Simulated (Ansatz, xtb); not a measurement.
# AlH3InOSi: where a starting geometry ends

The starting geometry of this gas-phase doublet was built from a drawn formula by distance geometry; its bonds are those of `[O]1[SiH2][Al][InH]1`.

```xyz
7

Al    0.6917   -2.3779    2.2250
In   -1.9181   -2.4843    1.3501
O    -1.4620   -0.4214    1.4652
Si    0.2137   -0.1329    1.5788
H     0.6336    0.8768    2.5996
H     0.7277    0.0743    0.2383
H    -2.8802   -3.7550    0.4826
```

Q: Predict what becomes of its bonds when it is optimised with r2SCAN-D4/def2-SVP.

A: A new bond forms, giving a structure given below by its coordinates. Distances that change by over a tenth: In2–O3 (2.12 → 2.33 Å). Contacts that close: Al1–O3 (3.01 → 1.92 Å).

The energy falls by 0.94 eV over 20 steps:

```csv
step,E − E(last) (eV)
1,0.937
3,0.289
5,0.172
7,0.170
9,0.167
12,0.091
14,0.039
16,0.006
18,0.000
20,0.000
```

Final geometry (Å):

```xyz
7

Al    0.4428   -2.2675    2.6105
In   -1.4910   -3.1698    0.9553
O    -0.9588   -1.1255    1.9497
Si    0.3849   -0.1303    1.5480
H     0.3609    1.1455    2.3253
H     0.4281    0.1966    0.0874
H    -3.1605   -2.8695    0.4632
```

From the same start GFN2-xTB ends elsewhere, differing in Al1–In2 (3.70 against 2.70 Å here), Al1–H7 (1.57 against 4.24 Å here), In2–H7 (4.59 against 1.77 Å here), O3–Si4 (3.51 against 1.72 Å here).

No frequencies were run, so the end isn't proven a minimum. Open shells are spin-unrestricted. Atoms past krypton carry core potentials, without spin–orbit terms. Run with Ansatz 0.2.0, 3.2 min on 2 threads of Arm Neoverse V2 (shared host).
